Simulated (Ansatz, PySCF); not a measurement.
Gas-phase reaction (SMILES): O[Si](O)(O)F [fluoro(trihydroxy)silane] + O (H2O) → O[Si](O)(O)O [silicic acid] + F (HF); water cleaves one Si-F bond, a model of a ligand-exchange step.

Each molecule is optimised on its own at B3LYP-D3(BJ)/def2-TZVP (Ansatz, a first-principles code), one conformer each, not searched for the lowest. Cores are frozen in the correlated levels unless marked. No spin-orbit coupling. No relativistic terms. CBS marks a two-point X^-3 extrapolation of the correlation energy; Hartree-Fock from the larger set. The bracket is a focal-point correction in the basis named. Thermal terms are rigid-rotor harmonic-oscillator values from B3LYP-D3(BJ) frequencies (Ansatz or PySCF) at 298.15 K and 1 atm. 1 Eh = 627.5095 kcal/mol.

```tsv
species	E, RI-MP2/CBS(aug-cc-pV(T+d)Z,aug-cc-pV(Q+d)Z)+[CCSD(T)-MP2]/aug-cc-pV(T+d)Z (Ansatz) (Eh)	E, wB97M-V/def2-TZVPD (Ansatz) (Eh)	H - E (Eh)
O[Si](O)(O)F	-616.43984	-617.11468	0.05355
O (H2O)	-76.37791	-76.43347	0.02495
O[Si](O)(O)O	-592.40587	-593.06838	0.06559
F (HF)	-100.39388	-100.46200	0.01259
```

Question: Work out ΔE and ΔH at 298.15 K at the first level, then ΔH at the second.

Answer: 
1. ΔE = [(-592.40587) + (-100.39388)] - [(-616.43984) + (-76.37791)] = 0.01800 Eh = 11.3 kcal/mol at RI-MP2/CBS(aug-cc-pV(T+d)Z,aug-cc-pV(Q+d)Z)+[CCSD(T)-MP2]/aug-cc-pV(T+d)Z.
2. The terms H - E add up to -0.00032 Eh, so ΔH = (0.01800 + (-0.00032))×627.5095 = 11.1 kcal/mol.
3. At wB97M-V/def2-TZVPD the same steps give ΔE = 11.2 and ΔH = 11.0 kcal/mol, a shift of -0.1 from the first level.
4. These values are not checked against measurement here, since the tables used lack a sound gas-phase enthalpy of formation for at least one species.
